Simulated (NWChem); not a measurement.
Molecule: C$_{2}$H$_{2}$BCl; SMILES ClBC#C

```xyz
6

B     -0.7750     0.0852     0.0000
C     -0.1355    -1.2865     0.0000
C      0.3560    -2.4018     0.0000
H      0.7949    -3.3844     0.0000
Cl     0.2226     1.5209     0.0000
H     -1.9690     0.2318     0.0000
```
Atoms are numbered in this order, from 1.

All runs: NWChem. Structure relaxed at the PBE0/def2-SVP level. Vzz is the largest principal value of the second derivative of the potential at the nucleus (NWChem prints the opposite sign); η is the asymmetry. Non-relativistic.

Question: Order these runs by computing time, cheapest first, and give rough ratios: PBE0/def2-TZVP; PBE0/def2-SVP; CAM-B3LYP/def2-TZVP.

Answer: PBE0/def2-SVP (1), PBE0/def2-TZVP (5), CAM-B3LYP/def2-TZVP (20). Ratios are rough, from one shared machine; the cheapest took around 9 core-seconds (rough). What differs between the cheapest and the dearest: Vzz B1 (a.u.) 0.403 → 0.474; η B1 0.55 → 0.53; Vzz Cl5 (a.u.) 1.835 → 2.037.
